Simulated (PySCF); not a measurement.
Compound: (SiH3)(GeH3)PPF2, F₂GeH₆P₂Si.
Cartesian coordinates in Å at the PBE0-D3(BJ)/def2-SVP level; atoms count from 1:
```
atom  x, y, z in Å
F1     0.440    3.015   -0.615
P2     0.943    1.745    0.247
F3     2.509    1.782   -0.150
P4     0.327    0.166   -1.208
Si5   -1.841    0.180   -0.535
Ge6    1.029   -1.572    0.185
H7    -2.376   -1.206   -0.672
H8    -2.607    1.109   -1.413
H9    -1.969    0.628    0.888
H10    0.896   -1.178    1.670
H11    2.498   -1.873   -0.142
H12    0.149   -2.795   -0.116
```

Linear response at B3LYP/def2-SVPD (PySCF, frozen core in the response, non-relativistic). Geometry: PBE0-D3(BJ)/def2-SVP, one conformer, isolated molecule. The B3LYP/def2-SVPD calculation is non-relativistic and has no spin–orbit coupling, an omission that weighs most on germanium.

Static isotropic polarisability: 117.21 au (17.37 Å³), principal values 97.3, 126.1, 128.3 au.

Task: What is the polarisability at 1064 nm and at the sodium D line?

Result: 118.82 au at 1064 nm (+1.4 %), 122.73 au at 589.3 nm (+4.7 %). The rise at 589.3 nm is 3.43 times that at 1064 nm; a pure ω² law gives 3.26. The lowest singlet lies at 263 nm, shorter than both wavelengths.

Task: What is the isotropic C6 coefficient between two such molecules, C6 = (3/π)∫α(iω)² dω?

Result: 4371 au (Eh·bohr⁶) by a ten-point quadrature over imaginary frequencies, which is 2610 eV·Å⁶ or 252 J·nm⁶/mol.

Task: Which effective excitation energy ω̄ makes London's formula C6 = (3/4)α²ω̄ exact here?

Result: ω̄ = 4·C6/(3α²) = 0.424 Eh = 11.5 eV. A one-pole form α(ω) = α/(1 − ω²/ω̄²) fitted to the 1064 nm value gives 10.0 eV.

Task: How many electrons N does the Slater–Kirkwood formula C6 = (3/4)·√N·α^(3/2) need to give this C6?

Result: N = (4·C6/3)²/α³ = 21.1; the species has 100 electrons in all.

Task: How anisotropic is the static polarisability, by Δα² = ½[(α1 − α2)² + (α2 − α3)² + (α3 − α1)²]?

Result: Δα = 30.0 au, or 0.26 of the isotropic value.

Task: What three-body coefficient follows from the one-pole estimate C9 = (3/4)·α·C6?

Result: 384000 au. This is an estimate from the two numbers above, not a computed integral.

Hardware: one thread of an x86-64 server, on a shared host. Cost: 47 s. This is the whole response run at B3LYP/def2-SVPD, SCF included.
